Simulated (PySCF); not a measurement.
Ge²⁺ (germanium, charge +2) across methods

[Ar] 3d10 4s1 4d1, high-spin 3D determinant (an excited configuration). Calculation: PySCF 2.14, in aug-cc-pVDZ-PP with ECP10MDF (5s4p3d, 32 functions); scalar relativity through the core potential. The B2PLYP total includes its PT2 part (frozen core); its orbital energies are those of the SCF part.

| method | E (hartree) | mean ε 3d β (eV) | mean ε 4s α (eV) | mean ε 4d α (eV) | Σ⟨r²⟩ (bohr²) | ⟨S²⟩ |
| --- | --- | --- | --- | --- | --- | --- |
| BLYP | -292.9011 | -54.860 | -33.166 | -11.830 | 28.17 | 2.000 |
| LC-wPBE | -292.9475 | -60.701 | -37.221 | -14.083 | 28.19 | 2.000 |
| UHF | -291.81907 | -69.088 | -37.007 | -13.433 | 29.44 | 2.000 |
| LDA | -292.4292 | -54.886 | -33.653 | -11.806 | 28.19 | 2.000 |
| PBE | -292.9293 | -54.940 | -33.153 | -11.982 | 28.10 | 2.000 |
| r2SCAN | -292.8000 | -55.348 | -33.409 | -11.941 | 28.12 | 2.000 |
| B2PLYP | -292.5455 | -62.670 | -35.360 | -12.728 | 28.76 | 2.000 |
| PBE0 | -292.8931 | -58.787 | -34.262 | -12.445 | 28.34 | 2.000 |
| BHandHLYP | -292.7804 | -62.553 | -35.370 | -12.702 | 28.64 | 2.000 |

Energies and moments cover only the electrons outside the core potential. The outer electron is Rydberg-like, and this basis confines it to a smaller radius and binds it less than a complete one would.
